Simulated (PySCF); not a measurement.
The vertical singlet excitations below were computed for one of the candidates. Computed with PySCF, TDDFT CAM-B3LYP/def2-SVPD, vertical, gas phase, core orbitals frozen in the response. Geometries: GFN2-xTB, one conformer each.

```json
{"state": "S1", "ν̃ (cm⁻¹)": "38220", "f": "0.220", "main configurations (H = HOMO, L = LUMO)": "H→L (98%)"}
{"state": "S2", "ν̃ (cm⁻¹)": "50080", "f": "0.0046", "main configurations (H = HOMO, L = LUMO)": "H→L+1 (74%), H→L+2 (12%)"}
{"state": "S3", "ν̃ (cm⁻¹)": "52930", "f": "0.0001", "main configurations (H = HOMO, L = LUMO)": "H-1→L (88%)"}
{"state": "S4", "ν̃ (cm⁻¹)": "53980", "f": "0.017", "main configurations (H = HOMO, L = LUMO)": "H→L+2 (61%), H→L+1 (18%)"}
{"state": "S5", "ν̃ (cm⁻¹)": "55110", "f": "0.0094", "main configurations (H = HOMO, L = LUMO)": "H-3→L (73%), H-2→L (13%)"}
{"state": "S6", "ν̃ (cm⁻¹)": "56720", "f": "0.0004", "main configurations (H = HOMO, L = LUMO)": "H-2→L (33%), H→L+5 (20%), H-3→L (15%)"}
{"state": "S7", "ν̃ (cm⁻¹)": "58750", "f": "0.010", "main configurations (H = HOMO, L = LUMO)": "H→L+3 (62%), H→L+4 (22%)"}
{"state": "S8", "ν̃ (cm⁻¹)": "59020", "f": "0.016", "main configurations (H = HOMO, L = LUMO)": "H→L+4 (40%), H→L+3 (20%), H→L+2 (10%)"}
```

**Question.** Which candidate is it?
A. `C=C/C=C(/C)[SiH2]F`
B. `[C@@H]12C=CC[C@@H]1[C@@H]2Cl`
C. `C1C=C(C[C@@H](F)C=1)Cl`

**Answer.** C. Its S1, at 4.74 eV, is the lowest among the candidates; the nearest of the others has S1 at 5.49 eV. S1 is HOMO→LUMO (98%). Löwdin shares by element: HOMO carbon 59% or more, chlorine 16% (atoms not listed hold the other 25%); LUMO carbon 71% or more (atoms not listed hold the other 29%). At the same level the other candidates give, for their lowest levels:
- `Cl[C@@H]1[C@@H]2C=CC[C@H]12`: 6.43 eV (f 0.106); 6.66 eV (f 0.027); 7.02 eV (f 0.009); 7.34 eV (f 0.010); 7.36 eV (f 0.011); T1 4.14 eV; HOMO -8.22, LUMO 1.24 eV
- `C=C/C=C(/C)[SiH2]F`: 5.49 eV (f 0.718); 6.05 eV (f 0.002); 6.46 eV (f 0.002); 6.65 eV (f 0.008); 7.06 eV (f 0.008); T1 3.05 eV; HOMO -8.02, LUMO -0.14 eV
Triplets come from the Tamm–Dancoff approximation.
